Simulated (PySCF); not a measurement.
HN2, neutral, multiplicity 2. Atoms are numbered in the order given.

```xyz
3

N     -0.1549    -0.4942     0.0000
N      0.0570     0.6610     0.0000
H      0.6848    -1.1675     0.0000
```
Charge 0, spin multiplicity 2.

Geometry optimised at PBE-D3(BJ)/def2-TZVPD.

Calculation: PySCF with TDA-CAM-B3LYP/def2-TZVPD.

Vertical excitations. Isolated molecule, no solvent.

Computed UV-visible absorptions:
```
state    energy (eV)  λ (nm)      f                                                    main pairs
-------  -----------  ------  -----  ------------------------------------------------------------
root 1          2.01     617  0.000                                              α HOMO→LUMO 99 %
root 2          5.24     237  0.041                                            α HOMO→LUMO+1 96 %
root 3          6.23     199  0.005    α HOMO−1→LUMO 49 %, β HOMO→LUMO 24 %, β HOMO−1→LUMO+1 22 %
root 4          6.55     189  0.000    α HOMO−2→LUMO 26 %, β HOMO→LUMO+1 60 %, β HOMO−1→LUMO 11 %
root 5          6.60     188  0.012                        β HOMO→LUMO 59 %, β HOMO−1→LUMO+1 26 %
root 6          7.05     176  0.001                                            β HOMO−1→LUMO 81 %
root 7          7.13     174  0.023                                            α HOMO→LUMO+2 88 %
root 8          7.76     160  0.039                                            α HOMO→LUMO+3 94 %
root 9          7.83     158  0.000  α HOMO−2→LUMO 38 %, β HOMO−2→LUMO+1 34 %, β HOMO→LUMO+1 20 %
root 10         7.96     156  0.006                         α HOMO→LUMO+2 5 %, β HOMO−2→LUMO 78 %
```
Unrestricted roots are not spin-pure.
